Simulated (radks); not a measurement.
Ge V, configuration [Ar] 3d10. Method: Dirac Kohn-Sham, PBEsol, spin-unpolarised, spherical densities, finite nucleus; Fermi nuclear charge, rms radius 4.0742 fm; computed with a radial shooting solver on a logarithmic mesh with Libxc functionals.

Normalised radial functions P(r) = r R(r) (large component), r in bohr:

```
   r/bohr * 3s1/2, o 3p1/2, + 3d5/2 (the largest magnitude, 1.41, reaches the edge; | marks zero, & curves that meet)
 0.004042                             &  *
 0.004557                             &   *
 0.005097                             &   *
 0.005747                             &   *
 0.006479                             &    *
 0.007306                             &    *
 0.008171                             +o   *
 0.009213                             +o    *
  0.01039                             +o    *
  0.01171                             +o     *
   0.0131                             +o     *
  0.01477                             +o      *
  0.01665                             + o     *
  0.01878                             + o     *
    0.021                             + o     *
  0.02368                             +  o    *
   0.0267                             +   o   *
   0.0301                             +   o   *
  0.03367                             +    o *
  0.03796                             +     o*
   0.0428                             +    * o
  0.04826                             |+  *   o
  0.05398                             |+*      o
  0.06086                             *+        o
  0.06862                           * |+         o
  0.07737                        *    | +         o
  0.08654                      *      | +          o
  0.09758                   *         |  +          o
     0.11                 *           |   +         o
    0.124               *             |    +       o
   0.1387              *              |     +      o
   0.1564               *             |       +  o
   0.1764                *            |       o+
   0.1989                   *         |    o     +
   0.2224                       *     |o           +
   0.2508                         o  *|              +
   0.2828                    o        |    *           +
   0.3188               o             |          *       +
   0.3566           o                 |               *   +
   0.4021       o                     |                    &
   0.4533     o                       |                     +  *
   0.5111   o                         |                     +    *
   0.5717   o                         |                     +    *
   0.6446     o                       |                    +   *
   0.7268       o                     |                   +  *
   0.8195          o                  |                 +*
   0.9166             o               |              *+
    1.033                 o           |          *  +
    1.165                    o        |       *  +
    1.314                       o     |    *   +
    1.469                         o   |  *   +
    1.657                           o | *  +
    1.868                            o|*  +
    2.106                            o* +
    2.356                             & +
    2.656                             &+
```

3s1/2: eigenvalue -217.19 eV, 2 radial nodes at r = 0.0608, 0.257 bohr, <r> = 0.624 bohr, 90 % of the charge inside 0.934 bohr. 3p1/2: eigenvalue -167.38 eV, 1 radial node at r = 0.228 bohr, <r> = 0.639 bohr, 90 % of the charge inside 0.982 bohr. 3d5/2: eigenvalue -77.752 eV, 0 radial nodes, <r> = 0.718 bohr, 90 % of the charge inside 1.21 bohr.
